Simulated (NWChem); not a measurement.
Species: BSi$_{2}$H$_{7}$O; SMILES B([SiH3])([SiH3])O

```xyz
11

B     -0.5150    -0.0245     0.0009
O     -1.8754    -0.1003     0.0004
H     -2.3103     0.7753    -0.0039
Si     0.4801     1.7651    -0.0006
H      1.3930     1.8782    -1.1958
H      1.3385     1.9043     1.2318
H     -0.4750     2.9400    -0.0336
Si     0.5256    -1.7806     0.0019
H      1.4663    -1.8182     1.1826
H      1.3898    -1.8575    -1.2343
H     -0.3440    -3.0110     0.0486
```
Atoms are numbered in this order, from 1.

Level: PBE-D3(BJ)/def2-SVP (NWChem), optimised geometry, unscaled harmonic frequencies. 

| frequency (cm⁻¹) | IR intensity (km/mol) |
|---|---|
| 23 | 0.0 |
| 79 | 0.0 |
| 124 | 2.7 |
| 231 | 8.5 |
| 245 | 4.0 |
| 393 | 3.3 |
| 424 | 6.2 |
| 453 | 2.4 |
| 574 | 37.7 |
| 621 | 50.5 |
| 697 | 73.6 |
| 747 | 83.8 |
| 841 | 231.6 |
| 857 | 68.9 |
| 897 | 37.9 |
| 898 | 4.0 |
| 904 | 18.2 |
| 905 | 45.4 |
| 1090 | 158.8 |
| 1307 | 85.1 |
| 2113 | 132.0 |
| 2135 | 25.2 |
| 2140 | 53.8 |
| 2148 | 63.4 |
| 2152 | 99.2 |
| 2155 | 108.0 |
| 3661 | 45.0 |

| Item | Result |
|---|---|
| zero-point energy | 41.2 kcal/mol |
| thermal correction to the enthalpy at 298.15 K (with zero-point energy) | 46.8 kcal/mol |
| heat capacity Cv | 26.9 cal/(mol K) |
| entropy at 298.15 K and 1 atm (symmetry number 1) | 88.6 cal/(mol K) |
| dipole moment | 1.93 D |

Rigid rotor and harmonic oscillator; modes under 100 cm⁻¹ make the entropy uncertain.
